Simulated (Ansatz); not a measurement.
Ansatz (a first-principles code) input (X2C-CCSD(T)/cc-pVTZ-DK):

Ansatz 0.2 input:
```yaml
crystal:
  periodic: [false, false, false]
  atoms:
    - {symbol: Si, position_ang: [-0.00574484, -0.01559598, -0.00312249]}
    - {symbol: O, position_ang: [-0.61353321, -1.31537049, -0.80850340]}
    - {symbol: O, position_ang: [1.61554427, -0.11041337, -0.32504356]}
    - {symbol: N, position_ang: [-0.48683578, 1.56009452, -0.46530744]}
    - {symbol: N, position_ang: [-0.55840905, -0.20668458, 1.59188191]}
    - {symbol: H, position_ang: [-0.03933416, -1.69289812, -1.47928320]}
    - {symbol: H, position_ang: [2.17121536, 0.58611770, 0.03179791]}
    - {symbol: H, position_ang: [-0.10665864, 1.98334110, -1.29698885]}
    - {symbol: H, position_ang: [-1.43479285, 1.86168836, -0.30339751]}
    - {symbol: H, position_ang: [-0.51161920, 0.52842512, 2.27562634]}
    - {symbol: H, position_ang: [-0.69775732, -1.11592896, 1.99831452]}
basis:
  gaussian:
    orbitals: cc-pVTZ-DK
magnetization: {spin_polarized: false}
correlation: {method: ccsd_t, electrons: outside_noble_gas}
```

Output:

```
Functional definition: HF
integrals: 1.35 GiB planned
1384 factors; integrals over basis functions are off by at most 1.1e-3 eV
mean field: 1.14 GiB planned
mean field evaluation 1: about -15017.6232 eV, gradient 5.9e1 eV
mean field evaluation 2: about -15017.8339 eV, gradient 6.0e1 eV
mean field evaluation 4: about -15024.0185 eV, gradient 3.4e0 eV
mean field evaluation 8: about -15024.0664 eV, gradient 2.7e-1 eV
mean field evaluation 16: about -15017.6232 eV, gradient 5.9e1 eV
mean field -15024.06666183 eV, -552.1242661441 hartree, gradient 1.1e-6 eV, S^2 0.000000; 0 other end points of the search recorded, 0 dependent functions left out
9 core orbitals not correlated
reference -15024.06666183 eV, -552.1242661441 hartree; 16, 16 occupied and 213, 213 virtual orbitals, 1384 factors
second order -28.07396882 eV of doubles, -0.00000000 eV of singles
coupled cluster: 4.65 GiB planned
cycle   1  -28.03496501 eV  change    3.9e-2 eV  update   9.3e-2
cycle   2  -28.58208550 eV  change   -5.5e-1 eV  update   2.5e-2
cycle   3  -28.69721763 eV  change   -1.2e-1 eV  update   1.2e-2
cycle   4  -28.68335619 eV  change    1.4e-2 eV  update   2.5e-3
cycle   5  -28.68343701 eV  change   -8.1e-5 eV  update   1.1e-3
cycle   6  -28.68396902 eV  change   -5.3e-4 eV  update   3.1e-4
cycle   7  -28.68374706 eV  change    2.2e-4 eV  update   1.1e-4
cycle   8  -28.68368987 eV  change    5.7e-5 eV  update   3.3e-5
cycle   9  -28.68369276 eV  change   -2.9e-6 eV  update   1.2e-5
perturbative correction -1.03432827 eV, -0.0380108627 hartree
Total energy: -15053.78468286 eV, -553.2163832733 hartree
Relativity: scalar
```
